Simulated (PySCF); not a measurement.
From orbital energies to excitation energies

C2H9FSSi2.
Cartesian coordinates in Å at the GFN2-xTB level; atoms count from 1:
```
atom  x, y, z in Å
F1    -3.066   -0.443    1.383
Si2   -2.507    0.096   -0.027
C3    -0.685    0.571    0.233
C4     0.127   -0.569    0.818
S5     1.868   -0.103    1.161
Si6    2.684    0.044   -0.811
H7    -3.330    1.249   -0.356
H8    -2.660   -1.033   -0.933
H9    -0.244    0.879   -0.717
H10   -0.612    1.429    0.904
H11    0.145   -1.434    0.154
H12   -0.271   -0.874    1.785
H13    2.247    1.283   -1.451
H14    4.118    0.014   -0.600
H15    2.182   -1.100   -1.566
```

Computed with PySCF, TDDFT PBE0/def2-SVPD, vertical, gas phase, core orbitals frozen in the response.

Orbital energies (eV): HOMO-3 -9.77, HOMO-2 -9.14, HOMO-1 -8.45, HOMO -6.94, LUMO -0.19, LUMO+1 0.00, LUMO+2 0.34.

Q: Among the lowest singlets, which states do these configurations lead, and at what energies: HOMO→LUMO, HOMO→LUMO+1, HOMO→LUMO+2?

A: 

| state | leading configuration | weight | Δε (eV) | E (eV) | E − Δε (eV) | f | other configurations |
| --- | --- | --- | --- | --- | --- | --- | --- |
| S1 | HOMO→LUMO | 0.75 | 6.75 | 5.44 | -1.31 | 0.0030 | H→L+1 (14%) |
| S2 | HOMO→LUMO+1 | 0.81 | 6.94 | 5.73 | -1.22 | 0.016 | H→L (8%) |
| S3 | HOMO→LUMO+2 | 0.92 | 7.27 | 6.29 | -0.98 | 0.014 | – |

E − Δε runs from -1.31 to -0.98 eV. Among themselves, these states come in the order of their orbital differences. Δε is the difference of the two orbital energies.

H and L stand for HOMO and LUMO. The other states: S4 6.37 eV, f 0.0047, H→L+3 (84%), H→L (12%); S5 6.72 eV, f 0.0028, H→L+4 (75%), H→L+5 (21%); S6 6.96 eV, f 0.0015, H→L+7 (34%), H→L+5 (22%), H-1→L (16%); S7 7.08 eV, f 0.027, H→L+5 (40%), H-1→L (28%), H→L+4 (13%); S8 7.14 eV, f 0.013, H→L+8 (54%), H→L+7 (29%), H-1→L (9%).

Q: Pair triplets and singlets of the same leading configuration (75% or more in both) and give the splittings.

A: 

```
configuration  triplet  E(T) (eV)  singlet  E(S) (eV)  E(S) − E(T) (eV)
  HOMO→LUMO+1       T2       5.34       S2       5.73             +0.39
```

The 3 triplets are Tamm–Dancoff values, the singlets full response.

Summed over the main configurations (up to three a state, each over 8%) of all 8 singlets, the electron leaves HOMO with weight 6.54 and HOMO-1 with weight 0.54.

One conformer stands for the species.
